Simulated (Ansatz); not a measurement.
Basis-set extrapolation for CH7BClNSi, SMILES `C[SiH2]NBCl` (PBE0-D4/def2-TZVP geometry, frozen core, Ansatz). Multiplicity 1, RHF reference.

|  | def2-TZVPP | def2-QZVPP |
| --- | --- | --- |
| HF | -869.709944 | -869.737661 |
| MP2 correlation | -0.801199 | -0.862443 |
| CCSD(T) correlation | -0.894232 | not run |

Energies in hartree. Use E(X) = E(∞) + A·exp(−7.88·√X) for Hartree–Fock and E(X) = E(∞) + B·X^(−2.97) for correlation, with X = 3 and 4, and add CCSD(T) minus MP2 of the smaller set to the MP2 limit.

Problem. What is the CCSD(T) energy at the basis-set limit?

Solution. HF limit: -869.737661 + (-0.027717) × 0.13774 = -869.74148. MP2 limit: -0.862443 + (-0.061244) × 0.74074 = -0.90781. Higher-order term: -0.894232 − (-0.801199) = -0.09303. Total: -870.74232 hartree, 86.7 kcal/mol below CCSD(T)/def2-TZVPP.
